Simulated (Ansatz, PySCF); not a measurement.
W(OMe)(H)5 (CH₈OW), SMILES C[O][WH5], multiplicity 1. Atoms are numbered in the order given.

```xyz
11

W      0.1252     0.4745     0.1079
O      0.2161    -0.0707    -1.6737
C      0.0890    -1.1735    -2.5431
H     -0.7054    -0.9707    -3.2793
H      1.0393    -1.3304    -3.0783
H     -0.1641    -2.0860    -1.9797
H     -1.0493     0.1141     1.2752
H     -0.2342    -1.1279     0.3826
H     -1.1205     1.6373     0.2790
H      0.7860    -0.2617     1.4839
H      1.6560     1.0688     0.5946
```
Charge 0, spin multiplicity 1.

The structure is a stationary point at B3LYP-D3(BJ)/def2-SVP. The spin state was assumed, not searched. The structure was generated by enumeration; whether it is a known compound was not checked. The def2 effective core potentials stand for the cores of W; spin–orbit coupling is left out.

Two levels are set side by side: PBE-D3(BJ)/def2-SVP (Ansatz, a first-principles code) and B3LYP-D3(BJ)/def2-SVP (Ansatz). Each level has its own optimised geometry; the coordinates shown are those of the second. Frequencies come from the Hessian of PySCF at each geometry. Differences are taken from unrounded values.

```
quantity                            B3LYP-D3(BJ)
----------------------------------  ------------
mean bond length (Å)                       1.506
bond W1–O2 (Å)                             1.865
bond O2–C3 (Å)                             1.410
bond W1–H7 (Å)                             1.695
bond W1–H8 (Å)                             1.665
bond W1–H9 (Å)                             1.713
bond W1–H10 (Å)                            1.695
bond W1–H11 (Å)                            1.713
bond C3–H4 (Å)                             1.102
bond C3–H5 (Å)                             1.102
bond C3–H6 (Å)                             1.102
highest harmonic wavenumber (cm⁻¹)          3116
mean harmonic wavenumber (cm⁻¹)             1306
zero-point energy (kcal/mol)               50.41
```

Q: What does PBE-D3(BJ) give, and how far is it from B3LYP-D3(BJ)? (Estimate from the structure and the level; the computed values follow.)

A: 
```json
[
 {"quantity": "mean bond length (Å)", "PBE-D3(BJ)": "1.511", "PBE-D3(BJ) minus B3LYP-D3(BJ)": "0.005"},
 {"quantity": "bond W1–O2 (Å)", "PBE-D3(BJ)": "1.870", "PBE-D3(BJ) minus B3LYP-D3(BJ)": "0.004"},
 {"quantity": "bond O2–C3 (Å)", "PBE-D3(BJ)": "1.414", "PBE-D3(BJ) minus B3LYP-D3(BJ)": "0.004"},
 {"quantity": "bond W1–H7 (Å)", "PBE-D3(BJ)": "1.698", "PBE-D3(BJ) minus B3LYP-D3(BJ)": "0.004"},
 {"quantity": "bond W1–H8 (Å)", "PBE-D3(BJ)": "1.668", "PBE-D3(BJ) minus B3LYP-D3(BJ)": "0.003"},
 {"quantity": "bond W1–H9 (Å)", "PBE-D3(BJ)": "1.717", "PBE-D3(BJ) minus B3LYP-D3(BJ)": "0.004"},
 {"quantity": "bond W1–H10 (Å)", "PBE-D3(BJ)": "1.698", "PBE-D3(BJ) minus B3LYP-D3(BJ)": "0.004"},
 {"quantity": "bond W1–H11 (Å)", "PBE-D3(BJ)": "1.717", "PBE-D3(BJ) minus B3LYP-D3(BJ)": "0.004"},
 {"quantity": "bond C3–H4 (Å)", "PBE-D3(BJ)": "1.110", "PBE-D3(BJ) minus B3LYP-D3(BJ)": "0.008"},
 {"quantity": "bond C3–H5 (Å)", "PBE-D3(BJ)": "1.110", "PBE-D3(BJ) minus B3LYP-D3(BJ)": "0.008"},
 {"quantity": "bond C3–H6 (Å)", "PBE-D3(BJ)": "1.110", "PBE-D3(BJ) minus B3LYP-D3(BJ)": "0.008"},
 {"quantity": "highest harmonic wavenumber (cm⁻¹)", "PBE-D3(BJ)": "3053", "PBE-D3(BJ) minus B3LYP-D3(BJ)": "-63"},
 {"quantity": "mean harmonic wavenumber (cm⁻¹)", "PBE-D3(BJ)": "1278", "PBE-D3(BJ) minus B3LYP-D3(BJ)": "-28"},
 {"quantity": "zero-point energy (kcal/mol)", "PBE-D3(BJ)": "49.34", "PBE-D3(BJ) minus B3LYP-D3(BJ)": "-1.07"}
]
```

Exact exchange shortens and stiffens bonds; PBE has none. Differences between two approximate levels are no errors against the true value.
